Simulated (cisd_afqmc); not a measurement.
Input (AFQMC/CISD/cc-pV(D+d)Z; cisd_afqmc is a phaseless AFQMC code with CISD trial states that reads the integrals written by Ansatz): A basis named .json is the Basis Set Exchange file of that set.

Ansatz 0.2 input:
```python
import cisd_afqmc

open("ham.yaml", "w").write("""\
crystal:
  periodic: [false, false, false]
  atoms:
    - {symbol: Al, position_ang: [0.00000000, 0.00000000, -0.00000000]}
    - {symbol: O, position_ang: [1.08389526, 0.23683042, -1.15582736]}
    - {symbol: H, position_ang: [1.97418530, 0.32657962, -1.49888861]}
    - {symbol: O, position_ang: [-1.08389526, -0.23683042, 1.15582736]}
    - {symbol: H, position_ang: [-1.97418530, -0.32657962, 1.49888861]}
basis:
  gaussian:
    orbitals: cc-pV_D+d_Z.json
total_charge: 1
magnetization: {spin_polarized: false}
correlation: {method: ccsd, electrons: outside_noble_gas, hamiltonian_folder: ham}
""")
rep = cisd_afqmc.ansatz("ham.yaml")
e_ccsd = rep["correlation"]["coupled_cluster"]["energy"]["hartree"]
out = cisd_afqmc.run("ham", e_ccsd, trial="CISD", walkers=100, populations=8, threads=8, dt=0.005, steps=40, early=24, settle=10, least=32,
    cut=5e-5, rank_cut=2e-4, target=0.0004, seconds=1500, seed=1, memory=17280, gpu=False)
```

Output:

```
orbitals 54, occupied [8], factors 314 of 591, rank of the doubles 147 of 368
E(HF) = -392.644524
E(CCSD) on the cut factors = -393.073611, shift to the whole factors -0.000006
Energy of the trial state on the determinant = -393.073656
  tau behind 7.2 of longer steps, mean of the populations' last blocks
   2.0  -393.08553
   4.0  -393.08270
   6.0  -393.08431
   8.0  -393.08393
  10.0  -393.08692
  12.0  -393.08471
  14.0  -393.08339
  16.0  -393.08365
blocks 764 (3 outliers left out), error by blocks joined: 1: 0.00024, 2: 0.00028, 4: 0.00033, 8: 0.00037, 16: 0.00040
E(AFQMC/CISD) = -393.08425 +/- 0.00040
```
